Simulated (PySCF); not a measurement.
**OsH₅⁻, quintet: data card**

All numbers come from PySCF, UPBE0, basis Os def2-TZVPD with ECP60, H def2-TZVPD (scalar-relativistic core potentials, no spin–orbit coupling, density fitting).

The structure is a minimum.

Z-matrix (Å, degrees; charge -1 multiplicity 5):
```
Os
H  1 1.6994
H  1 1.6782 2 115.22
H  1 1.6782 2 115.22 3 -90.00
H  1 1.6782 2 115.22 3 180.00
H  1 1.6782 2 115.22 3 90.00
```

```json
{"Point group": "C4v", "Bond lengths": "Os–H 1.678 Å (×4), Os–H 1.699 Å", "Bond angles": "H–Os–H 79.5° (×4), H–Os–H 115.2° (×4), H–Os–H 129.6° (×2)", "Principal quadrupole moments (Buckingham, traceless) about the centre of mass": "-1.53, 0.76, 0.76 D Å", "Zero-point energy": "77.5 kJ/mol", "Lowest empty level (β)": "1.90 eV", "Entropy at 298.15 K and 1 bar (electronic part: spin only)": "274.7 J/(mol K)", "Rotational constants": "1.814, 1.754, 1.754 cm⁻¹", "Heat capacity Cp at 298.15 K": "69.8 J/(mol K)", "Dipole moment about the centre of mass": "0.10 D", "Enthalpy at 298.15 K above 0 K": "14.31 kJ/mol", "Principal polarisabilities": "79.2, 79.2, 83.9 bohr³", "Spin squared ⟨S²⟩": "6.013", "Highest occupied level (α)": "-0.55 eV", "Rotational symmetry number": "4"}
```

Harmonic modes (masses in u: Os 191.961, H 1.008):
```csv
symmetry,ω (cm⁻¹),"IR (km/mol, summed over degenerate members)",μ (u)
e,326,12.8,1.01
b1,452,0.0,1.01
e,548,11.4,1.02
b2,673,0.0,1.01
a1,674,1.4,1.02
a1,1812,298,1.01
e,1846,1129,1.02
b1,1938,0.0,1.01
a1,1968,161,1.01
```

In C4v the vibrations span 3e + 2b1 + b2 + 3a1. The b1, b2 modes carry no infrared intensity, as symmetry demands.

Charges (e); Mulliken and Löwdin values are unreliable with diffuse functions:
| atom | Mulliken | Löwdin | polar tensor | spin (Mulliken) | Mayer order to Os1 |
| --- | --- | --- | --- | --- | --- |
| Os1 | 0.14 | 0.32 | -0.02 | 3.16 | – |
| H2 | -0.27 | -0.30 | -0.21 | 0.23 | 0.94 |
| H3,4,5,6 | -0.22 | -0.25 | -0.19 | 0.15 | 0.86 |

Mulliken populations on Os1 (electrons outside its core potential): s 3.04, p 6.66, d 6.14, f 0.02.

Outer orbital energies (eV). α occupied: -5.72, -5.34, -5.11, -5.11, -3.83, -0.88, -0.88, -0.55; empty: 3.57, 3.57, 3.60, 5.15. β occupied: -5.88, -4.74, -4.02, -3.86, -3.86; empty: 1.90, 2.62, 2.62, 2.67.

Other isomers or separated fragments may lie lower. Other spin states or occupations of the open shell can lie lower. The lowest empty level of this anion is unbound, so it and the gap depend on the basis. At this level a singlet minimum of C3v symmetry lies 123 kJ/mol below this structure. Spin–orbit coupling, left out here, can matter for elements this heavy.

The final relaxation and frequency run took 82 s on 2 threads of a shared Arm Neoverse N1 host, with 88 basis functions and 11 gradients; the process peaked at 1.3 GiB.
